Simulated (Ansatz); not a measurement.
Cartesian coordinates in Å:
```
O -0.4680 0.0487 0.9074
Sn 0.0993 0.6877 -0.8727
Br 1.3754 -1.4058 -1.4413
H -1.0068 0.6693 1.4065
```

The species carries charge 0 and has multiplicity 1. Sn takes the def2 core potential.

Q: List the CAM-B3LYP/def2-TZVPP orbital energies in eV (Ansatz 0.2.0). (Best estimate.)

A: Computed: Occupied: -13140.24, -1701.73, -1533.47, -1533.44, -1533.42, -522.31, -237.81, -178.68, -178.57, -178.53, -141.58, -96.60, -96.43, -96.32, -73.03, -73.00, -72.97, -72.88, -72.88, -30.98, -30.67, -30.62, -30.52, -30.39, -28.21, -22.46, -15.89, -13.19, -11.14, -10.76, -9.49, -9.46, -8.72. Lowest empty: -1.69, 0.00, 0.66, 2.76, 3.31, 3.73, 4.29, 5.63.
